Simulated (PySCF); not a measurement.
# Working out the ionisation energy of Co

Co [Ar] 3d7 4s2 (4F) → Co⁺ [Ar] 3d8 (3F). All numbers are calculated (PySCF 2.14, no relativity, point nucleus, in aug-cc-pV5Z (10s9p7d5f4g3h2i, 202 functions)). Frozen: [Ar]. Energies in hartree (1 hartree = 27.21139 eV):

```csv
part,Co (lower),Co⁺ (upper)
UHF,-1381.427542,-1381.139024
MP2 opposite-spin,-0.174169,-0.201131
MP2 same-spin,-0.106710,-0.115041
```

Problem. What does Hartree-Fock give?

Solution. (-1381.139024) − (-1381.427542) = 0.288518 hartree = 7.851 eV.

Problem. What do MP2 and SCS-MP2 (6/5 opposite-spin, 1/3 same-spin) give?

Solution. The opposite-spin parts differ by -0.734 eV and the same-spin parts by -0.227 eV. MP2: 7.851 + (-0.734) + (-0.227) = 6.890 eV. SCS-MP2: 7.851 + 1.2 × (-0.734) + (-0.227)/3 = 6.895 eV.

Measured between the centres of the two terms (NIST): 7.869 eV, so MP2 (valence) is off by -0.979 eV.

The calculation is non-relativistic.

What remains against the reference includes basis incompleteness, the frozen core and correlation beyond second order.
